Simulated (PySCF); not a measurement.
# Al: excitation energy

Al [Ne] 3s2 3p1 (2P) → Al [Ne] 3s2 4s1 (2S), as a difference of total energies. Calculation: PySCF 2.14, in aug-cc-pCVTZ-DK with one added diffuse shell each of s, p, d, f type (9s8p6d4f, 91 functions); the spin-free X2C one-electron Hamiltonian (Gaussian nucleus). Correlated levels: nothing frozen. The calculations carry no spin-orbit coupling.

```
                 method  excitation energy (eV)  error (eV)
                    UHF                   2.946      -0.187
    MP2 (all electrons)                   3.011      -0.122
SCS-MP2 (all electrons)                   3.019      -0.114
   CCSD (all electrons)                   3.098      -0.035
CCSD(T) (all electrons)                   3.102      -0.031
```

Reference: 3.133 eV (measured; NIST levels, between the centres of gravity of the two terms).

Errors of the correlated levels include the incompleteness of this basis.
